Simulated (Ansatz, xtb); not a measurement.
# Relative energy of two isomers of C3H7ClSi2

Structure I: `C[Si@H](Cl)C#C[SiH3]`, a singlet. Structure II: `Cl[Si@@H]1CC=C[SiH2]1`, a singlet. Both are isolated molecules in the gas phase, relaxed with B3LYP-D3(BJ)/def2-SVP; the shapes shown needn't be the lowest conformers.

I (Å):

```json
{"atom": "C", "x (Å)": "0.6469", "y (Å)": "2.0051", "z (Å)": "-0.8987"}
{"atom": "C", "x (Å)": "-1.1941", "y (Å)": "-0.3590", "z (Å)": "-1.4007"}
{"atom": "C", "x (Å)": "-1.4871", "y (Å)": "-1.2283", "z (Å)": "-2.2123"}
{"atom": "Cl", "x (Å)": "-0.1058", "y (Å)": "0.0572", "z (Å)": "1.5587"}
{"atom": "Si", "x (Å)": "-0.7389", "y (Å)": "0.9600", "z (Å)": "-0.2108"}
{"atom": "Si", "x (Å)": "-1.9290", "y (Å)": "-2.5418", "z (Å)": "-3.4208"}
{"atom": "H", "x (Å)": "0.9393", "y (Å)": "2.7834", "z (Å)": "-0.1767"}
{"atom": "H", "x (Å)": "0.3269", "y (Å)": "2.4932", "z (Å)": "-1.8336"}
{"atom": "H", "x (Å)": "1.5264", "y (Å)": "1.3794", "z (Å)": "-1.1148"}
{"atom": "H", "x (Å)": "-1.9468", "y (Å)": "1.7627", "z (Å)": "0.1054"}
{"atom": "H", "x (Å)": "-0.7365", "y (Å)": "-3.3943", "z (Å)": "-3.6809"}
{"atom": "H", "x (Å)": "-3.0296", "y (Å)": "-3.3756", "z (Å)": "-2.8649"}
{"atom": "H", "x (Å)": "-2.3754", "y (Å)": "-1.9087", "z (Å)": "-4.6924"}
```

II (Å):

```tsv
atom	x (Å)	y (Å)	z (Å)
C	0.3161	0.4512	-0.8671
C	0.4458	0.1507	-2.3458
C	-0.4907	-0.4786	-3.0846
Cl	-2.4876	1.9555	-0.1145
Si	-1.4737	0.1313	-0.2921
Si	-2.0908	-1.0042	-2.2421
H	-1.5381	-0.5444	1.0316
H	1.0104	-0.1897	-0.2913
H	0.6208	1.4889	-0.6480
H	1.3854	0.4666	-2.8200
H	-0.2850	-0.6585	-4.1459
H	-2.2043	-2.4880	-2.1036
H	-3.3147	-0.5006	-2.9289
```

Quicker runs give these differences E(II) − E(I): GFN2-xTB −14.1 kcal/mol; HF/STO-3G −20.4 kcal/mol (at GFN2-xTB geometries); r2SCAN-D4/def2-SVP −16.6 kcal/mol (at GFN2-xTB geometries).

Estimate E(II) − E(I) at the level CCSD(T)/def2-SVP + ΔMP2/def2-TZVPP.

Calculated at CCSD(T)/def2-SVP + ΔMP2/def2-TZVPP: E(II) − E(I) = −9.2 kcal/mol, so structure II lies lower.

The same difference at several levels:

```tsv
level	geometry	E(II) − E(I) (kcal/mol)	departure from the last row (kcal/mol)	job, with rough time for the two
GFN2-xTB	GFN2-xTB	−14.1	−4.9	optimisation, 0.22 s
HF/STO-3G	GFN2-xTB	−20.4	−11.2	single point, 0.37 s
r2SCAN-D4/def2-SVP	GFN2-xTB	−16.6	−7.4	single point, 4.1 s
B3LYP-D3(BJ)/def2-SVP	B3LYP-D3(BJ)/def2-SVP	−14.9	−5.8	optimisation, 54 s
HF/def2-SVP	B3LYP-D3(BJ)/def2-SVP	−5.9	+3.3	part of the CCSD(T) run
MP2/def2-SVP	B3LYP-D3(BJ)/def2-SVP	−8.7	+0.5	part of the CCSD(T) run
CCSD(T)/def2-SVP	B3LYP-D3(BJ)/def2-SVP	−11.4	−2.2	single point
CCSD(T)/def2-SVP + ΔMP2/def2-TZVPP	B3LYP-D3(BJ)/def2-SVP	−9.2		single point, 45 s
```

As drawn, II has 1 C–C, 1 C=C, 1 Si–Si, 1 C–H in place of 1 C–Si, 1 C≡C, 1 Si–H. Structure I has no ring, II a 5-membered ring.

None of the levels shown reverses the order. The largest departure from CCSD(T)/def2-SVP + ΔMP2/def2-TZVPP is that of HF/STO-3G, 11.2 kcal/mol. A small imaginary or near-zero mode remains, so no thermal terms are given. The last row adds to CCSD(T) the change of the MP2 difference between the two basis sets, here +2.2 kcal/mol.

The correlated steps freeze 18 core orbitals. Run with Ansatz 0.2.0, xtb 6.7.1; the last row on 4 threads of Arm Neoverse V1 on a shared host.
